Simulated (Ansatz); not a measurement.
Positional isomers: n-butane trifluoromethyl+silyl. Gas-phase values, no solvent. One relaxed conformer stands for each flexible species; it need not be the lowest. Strings in code marks are SMILES.

Quantity: electronic energy of isomers of C5H11F3Si relative to `C[C@@H](CC[SiH3])C(F)(F)F` (C–C–C–C torsion -64°, C–C–C–Si torsion -177°), in eV.

Case: `CC[C@@H](C[SiH3])C(F)(F)F` (C–C–C–C torsion 173°, C–C–C–Si torsion -63°). Geometry of `CC[C@@H](C[SiH3])C(F)(F)F` (neutral, multiplicity 1, Å):

```xyz
20

C     -2.0696     0.6012    -1.1825
C     -0.7932     0.7751    -0.3583
C     -0.0694    -0.5117     0.0800
C      1.2874    -0.2140     0.7452
Si     2.5921     0.6191    -0.3487
C     -0.9208    -1.3631     1.0165
F     -0.2459    -2.4399     1.4635
F     -1.3199    -0.6683     2.0996
F     -2.0301    -1.8331     0.4140
H     -1.8939    -0.0435    -2.0590
H     -2.4171     1.5786    -1.5514
H     -2.8850     0.1526    -0.5995
H     -1.0018     1.3784     0.5414
H     -0.0731     1.3625    -0.9501
H      0.0959    -1.1484    -0.8068
H      1.7356    -1.1556     1.0998
H      1.1318     0.4071     1.6443
H      2.6680    -0.0853    -1.6643
H      2.2908     2.0581    -0.6020
H      3.9183     0.5301     0.3283
```

Estimate the electronic energy of isomers of C5H11F3Si relative to `C[C@@H](CC[SiH3])C(F)(F)F` (C–C–C–C torsion -64°, C–C–C–Si torsion -177°) that HF/cc-pVDZ // B3LYP-D3(BJ)/def2-SVP (Ansatz, an electronic-structure program) returns for this input.

0.091 eV.
